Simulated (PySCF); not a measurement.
A structure optimised at PBE-D3(BJ)/def2-SVP, used in a PySCF frequency run:

```
C
H 1 1.1114
H 1 1.1121 2 106.40
Si 1 1.8721 2 109.04 3 -116.91
F 4 1.6553 1 108.07 2 -66.20
H 4 1.4994 5 108.23 1 122.05
H 4 1.5025 6 110.01 5 -115.66
Si 1 1.8854 2 108.57 3 117.13
F 8 1.6512 1 106.64 2 -15.04
N 8 1.7214 9 114.15 2 -113.43
H 10 1.0217 8 121.74 9 -71.04
H 10 1.0245 11 112.14 8 -151.73
H 8 1.4975 9 105.23 2 127.81
```
Charge 0, spin multiplicity 1.

Q: Write its SMILES and formula.

A: N[Si@H](F)C[SiH2]F, CH7F2NSi2

Q: What are its rotational constants (standard atomic weights)?

A: 3.8599, 1.3006, 1.1413 GHz
